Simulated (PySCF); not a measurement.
Ligands exchanged one at a time, Sn Cl-OH. Gas-phase values, no solvent. One relaxed conformer stands for each flexible species; it need not be the lowest. Strings in code marks are SMILES.

All values below come from PBE-D3(BJ)/def2-TZVP // r2SCAN-D4/def2-TZVP run with PySCF. Excitations are Tamm–Dancoff values on a coarser integration grid. The basis has no diffuse functions, so Rydberg states are missing or too high.

```tsv
species	S1 oscillator strength	S1 excitation (TDA) (eV)	HOMO–LUMO gap (eV)	T1 excitation (TDA) (eV)
0 of 4 Cl replaced by OH (`[Cl][Sn]([Cl])([Cl])[Cl]`)	0.000	4.30	4.16	–
1 of 4 Cl replaced by OH	0.003	4.35	4.21	4.04
3 of 4 Cl replaced by OH (`[Cl][Sn]([OH])([OH])[OH]`)	0.004	4.68	4.52	4.34
4 of 4 Cl replaced by OH (`[OH][Sn]([OH])([OH])[OH]`)	(withheld)	4.88	(withheld)	(withheld)
```

**Question.** Fill in the missing entries.

**Answer.** 
- 4 of 4 Cl replaced by OH (`[OH][Sn]([OH])([OH])[OH]`), S1 oscillator strength: 0.016
- 4 of 4 Cl replaced by OH (`[OH][Sn]([OH])([OH])[OH]`), HOMO–LUMO gap (eV): 4.69
- 4 of 4 Cl replaced by OH (`[OH][Sn]([OH])([OH])[OH]`), T1 excitation (TDA) (eV): 4.50
